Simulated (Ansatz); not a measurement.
```xyz
16

C     1.6249    0.0000    0.0000
C     1.0131    1.2704    0.0000
C    -0.3616    1.5841    0.0000
C    -1.4640    0.7050    0.0000
C    -1.4640   -0.7050    0.0000
C    -0.3616   -1.5841    0.0000
C     1.0131   -1.2704    0.0000
C     3.0349    0.0000    0.0000
H     3.5849    0.9300    0.0000
H     3.5849   -0.9300    0.0000
H     1.6896    2.1187    0.0000
H    -0.6030    2.6419    0.0000
H    -2.4415    1.1758    0.0000
H    -2.4415   -1.1758    0.0000
H    -0.6030   -2.6419    0.0000
H     1.6896   -2.1187    0.0000
```

Basis set: def2-TZVP (spherical functions). Charge 0, multiplicity 1.

Computed with Ansatz (development build ahead of 0.2.0); each method stands on the lowest determinant of its kind that the runs found. Restricted functionals stand beside restricted open-shell atoms, which can lie above the unrestricted atoms usual in DFT and then raise those values.

The atomization energy at this shape (free ground-state atoms in the same class of orbitals less the molecule, no zero-point energy) of singlet C₈H₈:

| method | atomization energy |
| --- | --- |
| ωB97X (unrestricted) | 7391.1 kJ/mol |
| PBE0 (restricted) | 7553.8 kJ/mol |
| PBE0 (unrestricted) | 7513.2 kJ/mol |
| UHF | 5533.9 kJ/mol |

**Question.** What does RHF give?

**Answer.** 5559.0 kJ/mol. Caution for ωB97X (unrestricted): the unrestricted determinant is spin contaminated. Caution for UHF: the unrestricted determinant is a mixture of spin states. Caution for RHF: an unrestricted determinant lies well below.

The shape needn't be a minimum at these levels.
